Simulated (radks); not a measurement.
Results of a calculation; reference values are marked as such.
The tantalum anion Ta- inside a hard spherical wall (all orbitals vanish at R), configuration held at [Xe] 4f14 5d4 6s2 and not refilled when levels cross. Code: a radial shooting solver on a logarithmic mesh with Libxc functionals. Model: scalar-relativistic Kohn-Sham, PBE, spin-unpolarised, spherical densities, point nucleus. Eigenvalues in eV, with the zero of energy where the potential of the charges vanishes at infinity; a dash marks a level that is unbound or too diffuse for the functional's potential to be trusted. A positive occupied level is held by the wall or, in an anion where self-interaction has pushed it up, behind a barrier. The pressure on the wall is -dE/dV.

R (bohr)	E (hartree)	kinetic (hartree)	e(5p)	e(4f)	e(6s)	e(5d)	e(6p, empty)	e(7s, empty)	pressure (GPa)
12	-15604.5702	17148.142	-32.640	-17.890	-0.009	2.537	2.933	4.081	0.0285
10	-15604.5638	17148.167	-32.206	-17.450	0.286	2.911	3.482	5.749	0.129
8	-15604.5396	17148.272	-31.187	-16.412	1.019	3.787	4.701	9.437	0.856
3.5	-15602.6811	17154.526	-14.437	1.938	23.738	20.865	36.600	88.616	445
3	-15600.9005	17160.562	-6.958	10.712	40.710	30.299	58.617	136.88	1370
1.5	-15534.6114	17369.603	137.07	137.63	429.31	212.78	490.70	947.01	198000
